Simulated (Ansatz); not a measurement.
`C[Si]([SiH3])Cl` radical. Total charge 0; spin multiplicity 2.

| atom | x (Å) | y (Å) | z (Å) |
| --- | --- | --- | --- |
| C1 | 0.779 | 1.570 | 0.306 |
| Si2 | 0.446 | -0.199 | 0.821 |
| Si3 | -1.214 | -1.296 | -0.405 |
| Cl4 | 2.214 | -1.269 | 0.644 |
| H5 | -0.139 | 2.159 | 0.378 |
| H6 | 1.138 | 1.606 | -0.726 |
| H7 | 1.535 | 2.023 | 0.951 |
| H8 | -1.374 | -2.675 | 0.123 |
| H9 | -0.893 | -1.366 | -1.859 |
| H10 | -2.493 | -0.554 | -0.234 |

(1) List the harmonic frequencies (cm⁻¹, unscaled) at PBE0-D4/def2-TZVP in Ansatz. (Best estimate.)

(2) Is this a minimum?

(3) Give the ideal-gas thermochemistry at 298.15 K and 1 bar (rigid rotor, harmonic oscillator; point group C1, symmetry number 1).

(4) And at 400, 500, 600, 800 and 1000 K?

(5) Rotational constants (cm⁻¹)?

## Answers

(1) The calculation gave: 97, 108, 141, 152, 190, 390, 498, 504, 535, 712, 764, 793, 867, 930, 934, 1261, 1435, 1441, 2200, 2219, 2237, 3044, 3130, 3143.

(2) Yes, all 24 modes are real.

(3) Zero-point energy 165.8 kJ/mol; H(298) − E = 188.3 kJ/mol; entropy 366.5 J/(mol·K), of which translation 167.4, rotation 115.6, vibration 77.7, electronic 5.8; G(298) − E = 79.0 kJ/mol. Modes under 100 cm⁻¹ are hindered rotations or soft bends, so the harmonic entropy is rough.

(4) 
| T (K) | H − E (kJ/mol) | S (J/mol/K) | G − E (kJ/mol) |
| --- | --- | --- | --- |
| 400 | 200.6 | 402.0 | 39.8 |
| 500 | 214.3 | 432.5 | -1.9 |
| 600 | 229.3 | 459.8 | -46.6 |
| 800 | 262.2 | 507.1 | -143.4 |
| 1000 | 298.3 | 547.2 | -248.9 |

(5) 0.1318, 0.07162, 0.04993.
